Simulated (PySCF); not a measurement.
Orbital picture of ZnS

r²SCAN at R = 2.061 Å; basis Zn x2c-SVPall, S x2c-SVPall; spin-free X2C with a Gaussian nucleus; PySCF 2.14. State: ¹Σ⁺ (singlet), closed shell. Only the outer orbitals are listed, counted within each symmetry.

```
orbital  occ.  ε (eV)  on Zn (%)           main shells (%)
     4π     2  -12.81         99                   99 Zn d
     4π     2  -12.81         99                   99 Zn d
    10σ     2  -12.68         87           87 Zn d, 11 S s
     1δ     2  -12.60        100                  100 Zn d
     1δ     2  -12.60        100                  100 Zn d
    11σ     2   -8.04         56           55 Zn s, 38 S p
     5π     2   -5.21         12           88 S p, 10 Zn p
     5π     2   -5.21         12           88 S p, 10 Zn p
    12σ     0   -4.57         65  37 Zn s, 36 S p, 27 Zn p
     6π     0    0.29         91            88 Zn p, 8 S p
     6π     0    0.29         91            88 Zn p, 8 S p
```

Problem. Which are the highest filled and the lowest empty level, where do they sit, and how wide is the gap?

Solution. Highest filled 5π at -5.21 eV (in %: 88 S p, 10 Zn p); lowest empty 12σ at -4.57 eV (in %: 37 Zn s, 36 S p, 27 Zn p); the gap at r²SCAN is 0.64 eV.

- bond order (Mayer): 1.90
- ⟨S²⟩: 0.000
- charge on Zn (Mulliken, basis-dependent): 0.24
- charge on Zn (Löwdin, basis-dependent): 0.10
- dipole moment (positive dipole means Zn(−)S(+)): -5.04 D
